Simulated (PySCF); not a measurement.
Si(H)(Me)2(SeH) (C2H8SeSi), SMILES [SiH]([SeH])(C)C. The structure is a stationary point at r2SCAN-D4/def2-SVP. Other conformers were not sampled.

Problem. Give the equilibrium geometry at r2SCAN-D4/def2-SVP (PySCF confirms it by a frequency run) as a Z-matrix, and its point group. (The exact figures need the calculation; the answer reports its results.)

Solution. One answer among several that fit: point group Cs.
```
Si
H 1 1.4948
C 1 1.8772 2 110.50
H 3 1.1007 1 111.12 2 56.62
H 3 1.1023 4 107.92 1 -121.81
H 3 1.1032 4 108.34 5 -116.47
C 1 1.8772 2 110.50 3 -122.97
H 7 1.1007 1 111.12 2 -56.62
H 7 1.1023 8 107.92 1 121.81
H 7 1.1032 8 108.34 9 116.47
Se 1 2.3029 2 102.54 3 118.52
H 11 1.4729 1 92.93 2 180.00
```
Charge 0, spin multiplicity 1.
